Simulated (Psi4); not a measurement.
C₄H₅ (SMILES [CH]=CC=C), doublet, geometry from GFN2-xTB; CISD/pcseg-1 in Psi4 1.11.

Psi4 was given this input:
```
memory 2 GB

molecule mol {
0 2
C     0.600860    1.813513    0.015565
C     0.616104    0.514451    0.003281
C    -0.565259   -0.355802   -0.001915
C    -0.487699   -1.678902   -0.014584
H    -0.112541    2.604878    0.024841
H     1.560762   -0.020559   -0.004168
H    -1.522082    0.147586    0.005267
H     0.459133   -2.193767   -0.021848
H    -1.369306   -2.297694   -0.018172
}

set {
  basis pcseg-1
  reference uhf
}

energy('cisd')
print_variables()
```

The log (banner, timings and long lists left out):

```
Traceback (most recent call last):
  File "psi4", line 375, in <module>
  File "<string>", line 30, in <module>
  File "site-packages/psi4/driver/driver.py", line 461, in energy
  File "site-packages/psi4/driver/task_planner.py", line 255, in task_planner
  File "site-packages/psi4/driver/driver_util.py", line 222, in negotiate_derivative_type
  File "site-packages/psi4/driver/driver_util.py", line 355, in highest_analytic_derivative_available

psi4.driver.p4util.exceptions.MissingMethodError: Method=cisd is not available for any derivative level under conditions CI_TYPE=CONV, REFERENCE=UHF, FREEZE_CORE=FALSE, QC_MODULE=(auto). See https://psicode.org/psi4manual/master/introduction.html#ss-cisd. Or did you mean? ccd ccsd cisdt cisdtq qcisd lccsd ci2 ci3 ci4 ci5 ci6 ci7 ci8 ci9 ci10 ci11 ci12 ci13 ci14 ci15 ci16 ci17 ci18 ci19 ci20 ci21 ci22 ci23 ci24 ci25 ci26 ci27 ci28 ci29 ci30 ci31 ci32 ci33 ci34 ci35 ci36 ci37 ci38 ci39 ci40 ci41 ci42 ci43 ci44 ci45 ci46 ci47 ci48 ci49 ci50 ci51 ci52 ci53 ci54 ci55 ci56 ci57 ci58 ci59 ci60 ci61 ci62 ci63 ci64 ci65 ci66 ci67 ci68 ci69 ci70 ci71 ci72 ci73 ci74 ci75 ci76 ci77 ci78 ci79 ci80 ci81 ci82 ci83 ci84 ci85 ci86 ci87 ci88 ci89 ci90 ci91 ci92 ci93 ci94 ci95 ci96 ci97 ci98

Printing out the relevant lines from the Psithon --> Python processed input file:
    H    -1.369306   -2.297694   -0.018172
    ""","mol")
    core.IO.set_default_namespace("mol")
    core.set_global_option("BASIS", "pcseg-1")
    core.set_global_option("REFERENCE", "uhf")
--> energy('cisd')
    print_variables()

!----------------------------------------------------------------------------------!
!                                                                                  !
!  Method=cisd is not available for any derivative level under conditions          !
!     CI_TYPE=CONV, REFERENCE=UHF, FREEZE_CORE=FALSE, QC_MODULE=(auto). See        !
!     https://psicode.org/psi4manual/master/introduction.html#ss-cisd. Or did you  !
!     mean? ccd ccsd cisdt cisdtq qcisd lccsd ci2 ci3 ci4 ci5 ci6 ci7 ci8 ci9 ci10 !
!     ci11 ci12 ci13 ci14 ci15 ci16 ci17 ci18 ci19 ci20 ci21 ci22 ci23 ci24 ci25   !
!     ci26 ci27 ci28 ci29 ci30 ci31 ci32 ci33 ci34 ci35 ci36 ci37 ci38 ci39 ci40   !
!     ci41 ci42 ci43 ci44 ci45 ci46 ci47 ci48 ci49 ci50 ci51 ci52 ci53 ci54 ci55   !
!     ci56 ci57 ci58 ci59 ci60 ci61 ci62 ci63 ci64 ci65 ci66 ci67 ci68 ci69 ci70   !
!     ci71 ci72 ci73 ci74 ci75 ci76 ci77 ci78 ci79 ci80 ci81 ci82 ci83 ci84 ci85   !
!     ci86 ci87 ci88 ci89 ci90 ci91 ci92 ci93 ci94 ci95 ci96 ci97 ci98             !
!                                                                                  !
!----------------------------------------------------------------------------------!
```

The input was rejected before any calculation.
